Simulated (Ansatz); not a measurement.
`[O]=[Mo]([OH])([OH])=[S]` and `[O]=[W]([OH])([OH])=[S]` differ in one element.

Ansatz, PBE0-D4/def2-TZVP geometries, multiplicity 1. Each molecule was computed in one conformer, which needn't be the lowest.

Elements past krypton have def2 core potentials.

| property | `[O]=[Mo]([OH])([OH])=[S]` |
| --- | --- |
| HOMO–LUMO gap (PBE0/def2-TZVPP) / eV | 4.96 |
| LUMO energy (B3LYP/def2-TZVPP) / eV | -2.85 |
| HOMO energy (B3LYP/def2-TZVPP) / eV | -7.38 |
| HOMO–LUMO gap (B3LYP/def2-TZVPP) / eV | 4.53 |
| HOMO energy (PBE0/def2-TZVPP) / eV | -7.61 |
| HOMO–LUMO gap (ωB97M-V/def2-TZVPP) / eV | 9.12 |

(1) Give the same properties after the change, and the shifts. (Estimate.)

Results:

(1) The calculation gave: 
```csv
property,`[O]=[W]([OH])([OH])=[S]`,shift
HOMO–LUMO gap (PBE0/def2-TZVPP) / eV,5.41,0.45
LUMO energy (B3LYP/def2-TZVPP) / eV,-2.40,0.45
HOMO energy (B3LYP/def2-TZVPP) / eV,-7.38,0.00
HOMO–LUMO gap (B3LYP/def2-TZVPP) / eV,4.97,0.44
HOMO energy (PBE0/def2-TZVPP) / eV,-7.62,-0.01
HOMO–LUMO gap (ωB97M-V/def2-TZVPP) / eV,9.58,0.46
```

B3LYP here is the variant with VWN-RPA as its local correlation; programs differ in this.
